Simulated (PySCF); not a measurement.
An element was calculated at r2SCAN (PySCF 2.14, spin-free X2C, a triple-zeta basis, no spin-orbit coupling), in the ground configurations that NIST lists.

```
first ionisation energy  : 7.327 eV
second ionisation energy : 16.906 eV
third ionisation energy  : 31.076 eV
```

Problem. Which element is it?

Solution. Chromium (Cr, Z = 24), in ANO-RCC-VTZP. NIST lists 6.767, 16.486, 30.959 ± 0.025 eV for these ionisation energies.
